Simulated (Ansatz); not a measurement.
`C[CH2][Sn][CH3]` + H₂ → `[CH3][Sn][CH3]` + CH₄ at 298.15 K and 1 bar (hydrogenolysis of a C–C bond).

Isolated molecules relaxed with PBE0-D4/def2-TZVP in Ansatz; ΔE leaves out vibrations. CCSD(T)/CBS is the MP2 limit (def2-TZVPP, def2-QZVPP) plus CCSD(T) − MP2 in def2-TZVPP, frozen cores. This one scheme is used for every species. def2 core potentials past Kr. For Sn outer-core shells are correlated without core-valence functions, which leaves a few kJ/mol of doubt a bond. Each species was taken in one conformer, which may not be the lowest.

```json
{"species": "`C[CH2][Sn][CH3]`", "CCSD(T)/CBS energy (Eh)": "-332.98209", "H − E (kJ/mol)": "280.7", "S (J/(mol·K))": "364.0"}
{"species": "H₂", "CCSD(T)/CBS energy (Eh)": "-1.17544", "H − E (kJ/mol)": "35.1", "S (J/(mol·K))": "130.4"}
{"species": "`[CH3][Sn][CH3]`", "CCSD(T)/CBS energy (Eh)": "-293.72612", "H − E (kJ/mol)": "201.1", "S (J/(mol·K))": "337.9"}
{"species": "CH₄", "CCSD(T)/CBS energy (Eh)": "-40.46206", "H − E (kJ/mol)": "127.4", "S (J/(mol·K))": "186.2"}
```

H − E and S are ideal-gas, rigid-rotor, harmonic terms from PBE0-D4/def2-TZVP, for one conformer and one mirror image of each species. The MP2-based limit puts H₂ 0.8 mEh under its directly extrapolated value; such offsets cancel only in part. 1 Eh = 2625.50 kJ/mol, R = 8.31446 J/(mol·K).

By hand: ΔE, ΔH, ΔS and ΔG.

ΔE = (-293.72612) + (-40.46206) − (-332.98209) − (-1.17544) = -0.03065 Eh = -80.5 kJ/mol. Δ(H − E) = 201.1 + 127.4 − 280.7 − 35.1 = 12.7, so ΔH = -67.8 kJ/mol. ΔS = 337.9 + 186.2 − 364.0 − 130.4 = 29.7 J/(mol·K). ΔG = -67.8 − 298.15 × (29.7)/1000 = -76.7 kJ/mol.

By hand: the equilibrium constant, and the temperature at which ΔG would vanish if ΔH and ΔS stayed fixed.

log₁₀ K = −ΔG/(RT ln 10) = 13.4. ΔH and −TΔS have one sign here, so there is no such temperature.

ΔH outweighs TΔS. A doubt of 5 kJ/mol in ΔE shifts log₁₀ K by 0.9 here. Other conformers and mirror images would add mixing entropy, several J/(mol·K) or more a flexible species. Modes under 60 cm⁻¹, often nearly free rotors, make the harmonic entropy too high. These are equilibria of isolated gas molecules and say nothing of rates. Largest T1 diagnostic: 0.013 (customary marks: 0.02 for closed shells, 0.045 for open ones).
